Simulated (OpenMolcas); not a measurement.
## What dynamic correlation does to the levels of P+

- Program: OpenMolcas 26.06
- Basis: ANO-RCC-VQZP [6s5p3d2f1g]
- Scalar Hamiltonian: DKH2, point nucleus
- Active space: 2 electrons in 9 orbitals (RAS2 3p; RAS3 3d 4s, at most 1 electron)
- State averaging: 2S+1 = 3 even, 3 roots; 2S+1 = 1 even, 6 roots; 2S+1 = 3 odd, 18 roots; 2S+1 = 1 odd, 18 roots
- Spin-orbit coupling: RASSI with atomic mean-field integrals over the reference wave functions, term energies averaged over their components

Methods on the same reference wave functions:
A. RASSCF
B. SS-RASPT2, IPEA 0.25 Eh, imaginary shift 0.1 Eh (closed shells correlated: 2s 2p 3s)
C. MS-RASPT2, IPEA 0.25 Eh, imaginary shift 0.1 Eh (closed shells correlated: 2s 2p 3s)

Energies in cm⁻¹ above 3s² 3p² ³P₀, the measured ground level; measured values from NIST Handbook of Basic Atomic Spectroscopic Data.

| Level | A | B | C | Measured |
| --- | --- | --- | --- | --- |
| 3s² 3p² ³P₀ | 0.0 | 0.0 | 0.0 | 0.0 |
| 3s² 3p² ³P₁ | 144 | 145 | 145 | 165 |
| 3s² 3p² ³P₂ | 419 | 418 | 418 | 469 |
| 3s² 3p² ¹D₂ | 11611 | 8670 | 8670 | 8882 |
| 3s² 3p² ¹S₀ | 28330 | 26160 | 26160 | 21576 |
| 3s² 3p 3d ³F°₂ | 86712 | 86320 | 86320 |  |
| 3s² 3p 3d ³F°₃ | 86868 | 86460 | 86460 |  |
| 3s² 3p 3d ³F°₄ | 87075 | 86670 | 86670 |  |
| 3s² 3p 4s ³P°₀ | 87374 | 86790 | 86790 | 86598 |
| 3s² 3p 4s ³P°₁ | 87508 | 86920 | 86920 | 86744 |
| 3s² 3p 4s ³P°₂ | 87821 | 87240 | 87230 | 87125 |
| 3s² 3p 4s ¹P°₁ | 90640 | 89280 | 89280 | 88893 |
| 3s² 3p 3d ¹D°₂ | 91165 | 83580 | 83580 |  |
| 3s² 3p 3d ³P°₁ | 99139 | 93620 | 93620 |  |
| 3s² 3p 3d ³P°₀ | 99227 | 93630 | 93640 |  |
| 3s² 3p 3d ³D°₁ | 100219 | 93260 | 93260 |  |
| 3s² 3p 3d ³D°₃ | 100336 | 93450 | 93450 |  |
| 3s² 3p 3d ¹P°₁ | 113314 | 105910 | 105910 |  |
| 3s² 3p 3d ¹F°₃ | 114670 | 108860 | 108860 |  |

Deviations, from unrounded energies. A percentage is the sum of absolute deviations over the sum of measured energies, with the sign that they share, or ± where signs differ.

| Against measurement | Levels | A | B | C |
| --- | --- | --- | --- | --- |
| mean absolute deviation (cm-1) | 8 | 1700 | 720 | 710 |
| fine structure of the ground term (%) | 2 | -11.2 | -11.2 | -11.2 |
| other terms of the ground configuration (%) | 2 | +31.1 | ±15.8 | ±15.8 |
| other configurations (%) | 4 | +1.1 | +0.2 | +0.2 |

B, C lie about equally close to measurement and A furthest from it. The largest miss of C in the table is 3s² 3p² ¹S₀, by +4600 cm-1. The ranking rests on the paired levels alone, and a cruder setting can come out closer through cancelling errors.

Between B and C the level of the table that moves most is 3s² 3p 4s ³P°₂, by 7 cm-1 (lowest in C, highest in B). Moves below CASPT2's spread within the term are not significant.

The two smallest mean deviations differ by little beside CASPT2's spread within terms, so their order carries little weight.

From A to B the spin-free energies of the other terms of 3s² 3p² shown, above ³P, scale by factors of 0.74 to 0.92.

The lowest spin-free term lies below A's lowest term by 0.109 hartree in B, 0.109 hartree in C.

CASPT2 breaks the degeneracy within a term, and the mean is taken; among the terms shown or strongly mixed into the levels shown the widest spread is 200 cm-1 (3s² 3p 3d ¹F°, C). Over all roots computed the reference weight is 0.91 to 0.97 in B, 0.91 to 0.97 in C; the roots of lowest weight are the least certain, and an intruder state may touch them. ANO sets are built for valence states and can reach diffuse excited orbitals poorly, and with the s shell closed the s pⁿ⁺¹ terms that mix with these levels are absent. With the s shell closed, the reference lacks s² → p² mixing. Without dynamic correlation excited terms often stand tens of per cent too high (terms of higher spin than the ground term too low), and those without a measured partner can miss by more than the paired ones (holds for A). Some terms miss by over 15 % even with CASPT2, which points to a basis or an active space too small for the shells correlated (holds for B; C). Measured partners are found by configuration, term and J. A level has none where our copy of the source lacks it or the pairing is in doubt (some pairs that miss far off the trend of their configuration count as doubtful), and it then counts in no deviation. Only configurations of the active space appear. The table leaves out levels that lie high or whose names do not pair safely across all columns.

° marks odd parity.
